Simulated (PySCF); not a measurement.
# What a mistake does to a calculation on BCGeH7N

All numbers below are calculated, not measured. They come from PySCF 2.14.0, an open-source quantum chemistry program, on an isolated molecule that a program drew, which may never have been made. The molecule is BCGeH7N (charge 0, doublet), drawn as the SMILES string `BN[CH2][GeH2]`.

Each row is a Hartree-Fock (HF) and frozen-core CCSD(T) single point in the cc-pVDZ basis, meant for a local HF minimum. Run 1 is clean. Each other run has one planted mistake out of seven kinds, and not every kind appears here: one electron removed, one electron added, multiplicity raised by two, geometry at a saddle point, minimal basis STO-3G, one bond length entered in bohr, all coordinates scaled. The reference is restricted for singlets and unrestricted otherwise, and also for a bond in bohr. Adding or removing an electron swaps singlet and doublet. Electrons count all cores. HOMO and LUMO are orbital energies over both spins, the gradient is its largest component, and the lowest frequency (negative if imaginary) is given only where the gradient is small. Bond lengths are over the 10 bonds as drawn. T1 is the CCSD diagnostic: over 0.02 (restricted) or 0.045 (unrestricted) a single reference is doubtful. Germanium has the cc-pVDZ-PP basis, with a core potential (ECP10MDF) in place of its 10 inner electrons, and its 3s, 3p and 3d shells are frozen in CCSD(T).

Geometry of the clean run:
```xyz
11
BCGeH7N, angstrom
B    -1.7856   -0.0796   -0.6992
N    -0.8226   -1.0001   -0.3063
C    -0.3105   -2.1174   -1.0781
Ge    1.5884   -1.8588   -1.6212
H    -2.0891    0.8027    0.0577
H    -2.2978   -0.1814   -1.7820
H    -0.3975   -0.8986    0.5938
H    -0.3959   -3.0499   -0.5154
H    -0.9115   -2.2269   -1.9793
H     2.4735   -1.6803   -0.3728
H     1.7239   -0.6207   -2.5225
```

```
run,electrons,basis functions,<S^2>,HOMO (eV),LUMO (eV),gradient (hartree/bohr),lowest frequency (cm^-1),mean bond (Å),longest bond (Å),T1,HF (hartree),CCSD(T) (hartree),mistake
1,57,100,0.754,-8.61,1.15,3.4e-05,84,1.3496,1.992,0.0144,-414.44469,-414.99851,no fault
2,57,100,1.187,-8.56,0.69,2.8e-02,-,1.4863,2.905,0.0349,-414.35784,-414.90025,one bond length entered in bohr
3,56,100,0.000,-15.60,-6.78,6.0e-02,-,1.3496,1.992,0.0223,-414.16033,-414.70879,one electron removed
4,57,100,3.778,-4.55,-0.56,1.2e-01,-,1.3496,1.992,0.0216,-414.25969,-414.78574,multiplicity raised by two
5,58,100,0.000,-0.62,7.71,6.0e-02,-,1.3496,1.992,0.0166,-414.43298,-415.01961,?
```

**Which mistake was planted in run 5, and what did it cost?**

It counts 58 electrons, one more than the clean run, at the same geometry and basis. So the mistake is: one electron added. Subtracting run 1 and multiplying by 627.51 kcal/mol a hartree, the energy moved by 7.3 kcal/mol in HF and -13.2 kcal/mol in CCSD(T).

Cautions from the logs. Run 3: T1 is over the limit, so its CCSD(T) energy is less reliable.
